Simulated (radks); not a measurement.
Problem. Successive ionisation energies (eV) of one element, from differences of total energies of ions in their ground configurations, starting at charge 22: 751.97, 793.69, 836.04, 879.00, 922.56, 966.72, 1011.5, 1056.8, 1225.3, 1270.9, 1316.8, 1362.9, 1409.3, 1455.8, 1570.9, 1615.7, 2898.2, 3007.9, 3119.0, 3231.5, 3345.5, 3460.9. All-electron calculation, non-relativistic Kohn-Sham, LDA (Slater exchange, Perdew-Wang correlation), spin-unpolarised, spherical densities, point nucleus; relativity is left out, which matters for an element this heavy. Program: a radial shooting solver on a logarithmic mesh with Libxc functionals. Which element is it?

Solution. Dysprosium (Z = 66). The first species listed is Dy22+ in [Kr] 4d8, the last Dy43+ in [Ar] 3d5.
